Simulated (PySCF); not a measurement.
# Calcium: a sound run and one with changed settings

Sound run: Ca [Ar] 4s2, Ca⁺ [Ar] 4s1. Calculation: PySCF 2.14, in x2c-TZVPall (6s5p3d, 36 functions); scalar relativity by spin-free X2C-1e. In the sound run the correlated levels freeze [Ar]. The sound run starts from symmetry-adapted Hartree-Fock orbitals and uses a fine grid where one is needed.

Changed run: basis STO-3G, all-electron and non-relativistic. This setting is unsound on purpose.

```tsv
species	method	sound run (hartree)	changed run (hartree)	converged
Ca	UHF	-679.62020	-669.98887	yes
Ca	M06-L	-680.40757	-670.70290	yes
Ca	BP86	-680.52044	-670.76559	yes
Ca	MP2	-679.63866	-670.00456	yes
Ca	CCSD(T)	-679.64840	-670.01744	yes
Ca⁺	UHF	-679.43136	-669.84136	yes
Ca⁺	M06-L	-680.18302	-670.50086	yes
Ca⁺	BP86	-680.29226	-670.56589	yes
```

Ionisation energy of Ca:

| method | sound run (eV) | changed run (eV) |
| --- | --- | --- |
| UHF | 5.139 | 4.014 |
| M06-L | 6.110 | 5.498 |
| BP86 | 6.209 | 5.434 |
| MP2 | 5.641 | 4.441 |
| SCS-MP2 | 5.742 | 4.526 |
| CCSD | 5.906 | 4.791 |
| CCSD(T) | 5.906 | 4.791 |
| CCSDT | 5.906 | 4.791 |
| FCI | 5.906 | 4.791 |

A minimal basis cannot let orbitals breathe on ionisation and holds almost no correlation. The Hamiltonian changed with the basis, so the totals do not compare.

For comparison, NIST gives 6.113 eV between the lowest levels.
